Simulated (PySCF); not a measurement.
This script is equivalent to a calculation on Mg²⁺ (magnesium, charge +2).

```python
from pyscf import gto, scf, dft, mp, cc
import basis_set_exchange as bse
mol = gto.M(atom="Mg 0 0 0", charge=2, spin=0, symmetry="D2h",
            basis=gto.basis.parse(bse.get_basis("def2-TZVPPD", elements=["Mg"], fmt="nwchem")))
mf = dft.UKS(mol, xc="PBE0")
mf.irrep_nelec = {'Ag': (2, 2), 'B1u': (1, 1), 'B2u': (1, 1), 'B3u': (1, 1)}
mf.kernel()
```

What total energy does it give?

-199.124 hartree (calculated).

Which occupied shell lies highest, and where?

2p, at -70.811 eV.
